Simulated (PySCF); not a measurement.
**Radial density of Ar⁺ (argon, charge +1)**

UHF, [Ne] 3s2 3p5, 2P determinant. Computed with PySCF 2.14 in cc-pV(D+d)Z (4s3p2d, 23 functions), with the non-relativistic Hamiltonian (point nucleus).

| r (bohr) | 4πr²ρ (e/bohr) | 4πr²(ρα − ρβ) |
| --- | --- | --- |
| 0.00119 | 0.06504 | 0.0000 |
| 0.00200 | 0.1792 | 0.0000 |
| 0.00336 | 0.4818 | 0.0000 |
| 0.00565 | 1.257 | 0.0001 |
| 0.00950 | 3.094 | 0.0002 |
| 0.0160 | 6.944 | 0.0006 |
| 0.0269 | 13.31 | 0.0018 |
| 0.0452 | 19.73 | 0.0070 |
| 0.0760 | 19.77 | 0.0286 |
| 0.128 | 14.70 | 0.0947 |
| 0.215 | 18.35 | 0.1716 |
| 0.362 | 19.30 | 0.0734 |
| 0.609 | 6.584 | 0.0725 |
| 1.02 | 5.121 | 0.6765 |
| 1.72 | 3.690 | 0.5383 |
| 2.90 | 0.4653 | 0.0629 |
| 4.87 | 0.006879 | 0.0010 |
